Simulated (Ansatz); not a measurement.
H$_{5}$PSeSi (`P[SiH2][SeH]`), relaxed with RKS PBE-D4/def2-SVP in the Gaussian-basis code of Ansatz from a rough embedded geometry. The force threshold is 0.03 eV/Å; the program also tests the step.

Charge 0, multiplicity 1.

Start:

```xyz
8

P     1.364    0.424    1.225
Si    0.260   -0.376   -0.435
Se   -1.899    0.369   -0.325
H     0.917    1.739    1.049
H     0.359    0.073    2.242
H     0.295   -1.859   -0.384
H     0.895    0.070   -1.704
H    -2.190   -0.441   -1.668
```

(1) How much energy does the relaxation release, and in how many steps? (An estimate is asked.)

(2) Which bonds change most? (Estimate.)

(3) Give the relaxed structure. (Estimate.)

Results:

(1) Ansatz gave: 25.43 kJ/mol, in 5 steps.

(2) Ansatz gave: P1–Si2 from 2.148 to 2.275 Å; Se3–H8 from 1.595 to 1.488 Å; P1–H4 from 1.400 to 1.442 Å; P1–H5 from 1.473 to 1.442 Å.

(3) The calculation gave: 
```xyz
8

P     1.415    0.442    1.301
Si    0.260   -0.402   -0.467
Se   -1.926    0.334   -0.397
H     0.903    1.774    1.096
H     0.375    0.102    2.239
H     0.332   -1.904   -0.399
H     0.945    0.045   -1.731
H    -2.305   -0.389   -1.642
```
